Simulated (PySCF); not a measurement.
Predicted microwave data (PySCF 2.14.0, PBE0-D3(BJ)/def2-SVP geometry optimisation, gas phase) for one isomer of C5H4F2:

| Quantity | Value |
| --- | --- |
| Rotational constants | A = 5736, B = 1699, C = 1368 MHz |
| Dipole components | \|μa\| = 0.12 D, \|μb\| = 1.42 D, \|μc\| = 0.90 D |
| Inertial defect | -16.12 u·Å² |
| κ | -0.85 |

Question: Which structure is it? (One computed conformer of each.)
A. `[CH2:1]=[C:2]=[C:3]=[CH:4][CH:5]([F:6])[F:7]` with C3–C4–C5–F6 117°
B. `[F:1][CH:2]([F:3])[CH:4]=[C:5]1[CH:6]=[CH:7]1` with F1–C2–C4–C5 126°
C. `[F:1]/[CH:2]=[C:3](/[F:4])[C:5]1=[CH:6][CH2:7]1` with C2–C3–C5–C6 180°
D. `[CH2:1]=[C:2]1[CH:3]=[C:4]1[CH:5]([F:6])[F:7]` with C3–C4–C5–F6 -8°
E. `FC1=CCC=C1F`

Answer: D. It is C=C1C=C1C(F)F, an asymmetric top, point group C1. The candidates at the same level (rigid rotor, commonest isotopes):

```
         SMILES  A (MHz)  B (MHz)  C (MHz)  μa (D)  μb (D)  μc (D)  Δ (u·Å²)  point group                        rotor
  FC(F)C=C1C=C1     7071     1363     1299    4.75    0.06    0.93    -53.09      near Cs  near-prolate asymmetric top
   C=C=C=CC(F)F     8117     1075     1014    2.59    0.05    0.40    -34.44      near Cs  near-prolate asymmetric top
F/C=C(/F)C1=CC1     3572     2422     1457    0.05    0.11    0.00     -3.41           Cs               asymmetric top
    FC1=CCC=C1F     3737     3144     1726    2.50    0.00    0.00     -3.14          C2v               asymmetric top
  C=C1C=C1C(F)F     5736     1699     1368    0.12    1.42    0.90    -16.12           C1               asymmetric top
```

`FC(F)C=C1C=C1` has A 23 % too high; `FC1=CCC=C1F` has B 85 % too high; `F/C=C(/F)C1=CC1` has B 42 % too high; `C=C=C=CC(F)F` has A 42 % too high. No structure here is proved a minimum.
